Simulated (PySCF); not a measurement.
# Spin states and ions at one geometry of [Hg2H5]−

PySCF 2.14.0, RKS B3LYP, Hg def2-SVP with ECP60, H def2-SVP; non-relativistic Hamiltonian with scalar-relativistic core potentials where named; density fitting; no spin-orbit coupling; singlets restricted, open shells unrestricted. The geometry is relaxed for charge -1, singlet, vacuum:

```xyz
7

Hg   -0.7914   -0.5003    1.8125
Hg    0.7754    0.4984   -1.8222
H     2.4482    0.2457   -1.6606
H     0.1366    0.0203    0.0647
H    -1.1751   -2.1253    1.4895
H    -0.6929    0.9605    2.6778
H    -0.7008    0.9007   -2.5618
```

Energies count from the relaxed state; an electron taken off or put on is at rest in vacuum. Charges and spins are Mulliken's.

```csv
state,energy (eV),spin squared,charge on Hg1 (e),spin on Hg1 (e),dipole about the centre of mass (D)
"charge -1, singlet, vacuum",0.00,0.00,-0.01,0.00,0.06
"charge -1, triplet, vacuum",3.47,2.01,-0.21,0.65,0.01
```

**Question.** What does the state charge 0, doublet, vacuum give?

**Answer.** energy (eV) 3.03, spin squared 0.76, charge on Hg1 (e) 0.24, spin on Hg1 (e) 0.11, dipole about the centre of mass (D) 0.03.

With an electron taken off (doublet) the charges change, summed by element, by Hg +0.49 e, H +0.51 e. The vertical ionisation energy is 3.03 eV, against −ε(HOMO) = 1.11 eV of the relaxed state. The level lies 1.9 eV too high, as is usual for semilocal functionals and global hybrids, which keep a self-interaction error.

Open shells may have lower solutions than those found. The basis has no diffuse functions, which an anion needs.

A frequency check found unstable modes (1, the lowest at -41 cm⁻¹), so the relaxed geometry is probably a saddle point.
